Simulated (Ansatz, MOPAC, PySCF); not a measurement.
Isomers of CH4Si: 1 is C=[SiH2], 2 is C[SiH]; one conformer of each (the lowest of an xTB search), B3LYP-D3(BJ)/def2-TZVP minima.
Isomer 1 (charge 0, multiplicity 1):
```xyz
6

C     -0.922    -0.032    -0.032
Si     0.777     0.027     0.027
H     -1.541     0.774     0.339
H     -1.456    -0.880    -0.442
H      1.628    -1.065    -0.475
H      1.513     1.176     0.583
```
Isomer 2 (charge 0, multiplicity 1):
```xyz
6

C     -0.523    -0.011     0.088
Si     1.252    -0.028     0.770
H     -0.683     0.896    -0.507
H     -1.288    -0.064     0.863
H     -0.663    -0.848    -0.606
H      1.907     0.055    -0.608
```

No zero-point or thermal terms.

Frozen-core correlation. CBS: X⁻³ extrapolation of the correlation energy, Hartree–Fock from the larger set. Rows in 3-21G, 6-311+G**, 6-31G* carry no dispersion term and start afresh at each structure (6-31G* with six Cartesian d functions). MP2/6-31G* freezes PySCF's default core. The state that AM1, PM3 reach isn't checked.

Codes used: Ansatz (Gaussian orbitals); MOPAC for AM1, PM3 (differences of heats of formation); PySCF for 3-21G rows, 6-311+G** rows, 6-31G* rows, the dispersion terms. 

Other levels give for the electronic energy of isomer 2 less that of isomer 1: PBE/def2-TZVPP 13.7; B3LYP/def2-TZVPP 10.3; B3LYP-D3(BJ)/def2-TZVPP 10.6; wB97M-V/def2-TZVPP 0.7; CCSD(T)/CBS(cc-pV(T+d)Z, cc-pV(Q+d)Z) 12.9 kJ/mol.

Common cheap choices:

```json
[
 {"level": "AM1", "electronic energy of isomer 2 less that of isomer 1 (kJ/mol)": "99.7", "less 12.9 (CCSD(T)/CBS(cc-pV(T+d)Z, cc-pV(Q+d)Z))": "86.7"},
 {"level": "PM3", "electronic energy of isomer 2 less that of isomer 1 (kJ/mol)": "27.4", "less 12.9 (CCSD(T)/CBS(cc-pV(T+d)Z, cc-pV(Q+d)Z))": "14.5"},
 {"level": "HF/3-21G", "electronic energy of isomer 2 less that of isomer 1 (kJ/mol)": "-61.0", "less 12.9 (CCSD(T)/CBS(cc-pV(T+d)Z, cc-pV(Q+d)Z))": "-73.9"},
 {"level": "HF/6-31G*", "electronic energy of isomer 2 less that of isomer 1 (kJ/mol)": "-24.0", "less 12.9 (CCSD(T)/CBS(cc-pV(T+d)Z, cc-pV(Q+d)Z))": "-37.0"},
 {"level": "B3LYP/3-21G", "electronic energy of isomer 2 less that of isomer 1 (kJ/mol)": "-18.4", "less 12.9 (CCSD(T)/CBS(cc-pV(T+d)Z, cc-pV(Q+d)Z))": "-31.3"},
 {"level": "B3LYP/6-311+G**", "electronic energy of isomer 2 less that of isomer 1 (kJ/mol)": "6.3", "less 12.9 (CCSD(T)/CBS(cc-pV(T+d)Z, cc-pV(Q+d)Z))": "-6.6"},
 {"level": "M06-2X/6-31G*", "electronic energy of isomer 2 less that of isomer 1 (kJ/mol)": "-9.4", "less 12.9 (CCSD(T)/CBS(cc-pV(T+d)Z, cc-pV(Q+d)Z))": "-22.4"},
 {"level": "MP2/6-31G*", "electronic energy of isomer 2 less that of isomer 1 (kJ/mol)": "9.1", "less 12.9 (CCSD(T)/CBS(cc-pV(T+d)Z, cc-pV(Q+d)Z))": "-3.9"}
]
```

Ansatz is a first-principles code.
